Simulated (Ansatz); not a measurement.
`CN([SiH2]O)[SiH2]F`, relaxed with RKS PBE0-D4/def2-TZVP in the Gaussian-basis code of Ansatz from a PBE-D4/def2-SVP geometry. The force threshold is 0.005 eV/Å; the program also tests the step.

Charge 0, multiplicity 1.

Start:

```xyz
14

C    -0.978    1.039   -0.768
N     0.123    0.245   -0.195
Si    0.177    0.106    1.561
O    -1.141   -0.704    2.217
Si    1.134   -0.686   -1.260
F     0.426   -2.102   -1.714
H    -1.099    1.997   -0.217
H    -1.954    0.505   -0.728
H    -0.773    1.291   -1.830
H     0.071    1.475    2.157
H     1.481   -0.573    1.872
H    -1.212   -1.643    1.969
H     1.347    0.096   -2.521
H     2.396   -1.047   -0.543
```

```csv
step,energy (eV),largest force (eV/Å),largest move (Å)
1,-23170.1839,0.940,0.000
2,-23170.2704,0.559,0.031
3,-23170.2955,0.090,0.030
4,-23170.2964,0.055,0.012
5,-23170.2976,0.064,0.041
6,-23170.2981,0.025,0.032
7,-23170.2983,0.021,0.028
8,-23170.2983,0.012,0.008
9,-23170.2984,0.009,0.005
10,-23170.2984,0.005,0.006
11,-23170.2984,0.004,0.007
```

End:

```xyz
14

C    -0.987    0.986   -0.759
N     0.118    0.208   -0.189
Si    0.189    0.113    1.535
O    -1.114   -0.628    2.210
Si    1.126   -0.668   -1.252
F     0.418   -2.002   -1.794
H    -1.156    1.896   -0.176
H    -1.922    0.418   -0.777
H    -0.755    1.290   -1.783
H     0.136    1.481    2.099
H     1.451   -0.598    1.857
H    -1.245   -1.559    2.022
H     1.394    0.154   -2.456
H     2.347   -1.091   -0.537
```

It took 44 s on 2 threads of an AMD EPYC 7R13 on a shared host and a share of an NVIDIA H100 80 GB, with 0.92 GiB of host memory at the peak.
